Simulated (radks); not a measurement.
Values are calculated unless marked as measured or tabulated.
Task: These are the eigenvalues of the occupied orbitals of an atom or ion with whole-number occupations (hartree). Level of theory: Dirac Kohn-Sham, PBEsol, spin-unpolarised, spherical densities, finite nucleus; Fermi nuclear charge, rms radius of each element as measured or else 0.836 A^(1/3) + 0.57 fm (a radial shooting solver on a logarithmic mesh with Libxc functionals).

| orbital | eigenvalue |
|---|---|
| 1s1/2 | -766.3112 |
| 2s1/2 | -109.5529 |
| 2p1/2 | -101.0630 |
| 2p3/2 | -96.72135 |
| 3s1/2 | -19.30337 |
| 3p1/2 | -16.04065 |
| 3p3/2 | -15.31441 |
| 3d3/2 | -9.53667 |
| 3d5/2 | -9.39701 |
| 4s1/2 | -2.97130 |
| 4p1/2 | -2.01749 |
| 4p3/2 | -1.90874 |
| 4d3/2 | -0.52526 |
| 4d5/2 | -0.51439 |
| 5s1/2 | -0.42001 |

Which element is it, and in what charge state? The configuration may be excited. Open shells, if any, are shared by 2j + 1.

Result: Z = 43, technetium, charge +1: Tc+ in [Kr] 4d5 5s1. The list shows which subshells hold electrons but not how many an open one holds; the 1s level, -766.31 hartree, gives Z - s = 39.1 by -(Z - s)^2/2, which with screening and relativity narrows Z to a few neighbours, and the depths of the outer levels then fix element, charge and occupations together.
